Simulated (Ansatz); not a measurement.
`CN([SiH3])[SiH2]F`. Charge 0, multiplicity 1.

```xyz
13

C     0.670    0.676    1.180
N     0.079    0.049   -0.005
Si   -1.328    0.828   -0.651
Si    0.693   -1.449   -0.539
F     0.180   -2.681    0.350
H     1.662    0.264    1.381
H     0.056    0.522    2.074
H     0.789    1.754    1.030
H    -0.993    2.227   -1.034
H    -2.420    0.891    0.360
H    -1.784    0.060   -1.835
H     0.230   -1.695   -1.921
H     2.167   -1.447   -0.391
```

Problem. Give the diagnostics of a CCSD(T)/def2-TZVPP run (frozen core, the Gaussian-basis code of Ansatz). (An estimate is asked.)

Solution. Computed: T1 = 0.0113, largest single amplitude 0.019, largest double 0.021, (T) share of the correlation energy 3.3 %, 9 CCSD cycles. The RHF solution is stable towards an unrestricted one. T1 lies under the customary mark of 0.02 for closed shells.
